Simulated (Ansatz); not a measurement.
`BC(=N)F` + HCl → `N=C(F)Cl` + BH₃ at 298.15 K and 1 bar (substitution at a C–B bond).

Calculated with Ansatz (gas phase, PBE0-D4/def2-TZVP geometries, no zero-point term in ΔE). CCSD(T)/CBS is the MP2 limit (def2-TZVPP, def2-QZVPP) plus CCSD(T) − MP2 in def2-TZVPP, frozen cores. This one scheme is used for every species. One conformer a species, not always the lowest.

| species | CCSD(T)/CBS energy (Eh) | H − E (kJ/mol) | S (J/(mol·K)) |
| --- | --- | --- | --- |
| `BC(=N)F` | -219.09487 | 130.0 | 285.3 |
| HCl | -460.38127 | 26.6 | 186.8 |
| `N=C(F)Cl` | -652.89802 | 76.8 | 278.5 |
| BH₃ | -26.55200 | 78.7 | 188.3 |

H − E and S are ideal-gas, rigid-rotor, harmonic terms from PBE0-D4/def2-TZVP, for one conformer and one mirror image of each species. 1 Eh = 2625.50 kJ/mol, R = 8.31446 J/(mol·K).

Question: By hand: ΔE, ΔH, ΔS and ΔG.

Answer: ΔE = (-652.89802) + (-26.55200) − (-219.09487) − (-460.38127) = 0.02612 Eh = 68.6 kJ/mol. Δ(H − E) = 76.8 + 78.7 − 130.0 − 26.6 = -1.1, so ΔH = 67.5 kJ/mol. ΔS = 278.5 + 188.3 − 285.3 − 186.8 = -5.3 J/(mol·K). ΔG = 67.5 − 298.15 × (-5.3)/1000 = 69.1 kJ/mol.

Question: By hand: the equilibrium constant, and the temperature at which ΔG would vanish if ΔH and ΔS stayed fixed.

Answer: log₁₀ K = −ΔG/(RT ln 10) = -12.1. ΔH and −TΔS have one sign here, so there is no such temperature. One of them is within its doubt of zero, so this could turn.

The number of gas molecules stays the same, so ΔS is small and ΔH decides. A doubt of 5 kJ/mol in ΔE shifts log₁₀ K by 0.9 here. Other conformers and mirror images would add mixing entropy, several J/(mol·K) or more a flexible species. These are equilibria of isolated gas molecules and say nothing of rates. Largest T1 diagnostic: 0.014 (customary marks: 0.02 for closed shells, 0.045 for open ones).
